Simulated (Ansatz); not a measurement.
Geometry optimisation, RKS PBE0-D4/STO-3G in Ansatz.

The input (input.yaml):

```yaml
crystal:
  periodic: [false, false, false]
  atoms:
    - { symbol: Si, position_ang: [0.0, 0.0, 0.0] }
    - { symbol: "N", position_ang: [0.0, 0.0, 1.82] }
    - { symbol: C, position_ang: [-1.2162, -0.3762, 2.555] }
    - { symbol: H, position_ang: [-1.8642, -0.9999, 1.9045] }
    - { symbol: H, position_ang: [-0.9378, -0.9533, 3.4614] }
    - { symbol: H, position_ang: [-1.7663, 0.5401, 2.8549] }
    - { symbol: C, position_ang: [1.2162, 0.3762, 2.555] }
    - { symbol: H, position_ang: [1.4641, -0.4163, 3.2916] }
    - { symbol: H, position_ang: [2.0585, 0.4943, 1.8418] }
    - { symbol: H, position_ang: [1.0457, 1.3351, 3.0874] }
    - { symbol: H, position_ang: [1.3768, 0.0, -0.4862] }
    - { symbol: H, position_ang: [-0.6877, 1.1914, -0.4862] }
    - { symbol: H, position_ang: [-0.6877, -1.1914, -0.4862] }
basis:
  gaussian: { orbitals: STO-3G }
hamiltonian:
  xc: pbe0
  dispersion: d4
relax:
  f_tol: 0.02
  max_steps: 40
```

Run as:

```bash
$ ansatz run input.yaml --threads 1 --pin off --max-ram 2048MiB --backend cpu --events-out ev --progress --plain --runs-dir out
```

**Question.** Where does it end, and by what steps?

**Answer.** The forces met the threshold. Limits of this set-up: minimal basis. After 9 steps the energy has fallen by 0.338 eV; N2 moved furthest, 0.48 Å.

| step | energy less start (eV) | largest force component (eV/Å) | accepted |
| --- | --- | --- | --- |
| 0 | 0.0000 | 3.136 | yes |
| 1 | -0.1980 | 0.915 | yes |
| 2 | -0.2422 | 0.327 | yes |
| 3 | -0.2775 | 0.585 | yes |
| 4 | -0.3020 | 0.709 | yes |
| 5 | -0.3233 | 0.322 | yes |
| 6 | -0.3356 | 0.164 | yes |
| 7 | -0.3377 | 0.071 | yes |
| 8 | -0.3380 | 0.022 | yes |
| 9 | -0.3380 | 0.002 | yes |

```xyz
13
Properties=species:S:1:pos:R:3
Si -0.002 0.014 0.060
N 0.171 -0.451 1.766
C -1.117 -0.491 2.509
H -1.831 -1.135 1.972
H -0.952 -0.922 3.510
H -1.591 0.503 2.651
C 1.159 0.371 2.514
H 1.317 -0.063 3.515
H 2.122 0.363 1.981
H 0.856 1.429 2.656
H 1.303 -0.068 -0.551
H -0.512 1.361 -0.114
H -0.921 -0.912 -0.556
```

Whether the end is a true minimum wasn't checked by a vibrational analysis.

The run took 8.6 s on 1 thread of AMD EPYC 9R45 96-Core Processor (Zen 5), on a shared host, peak memory 0.14 GiB.
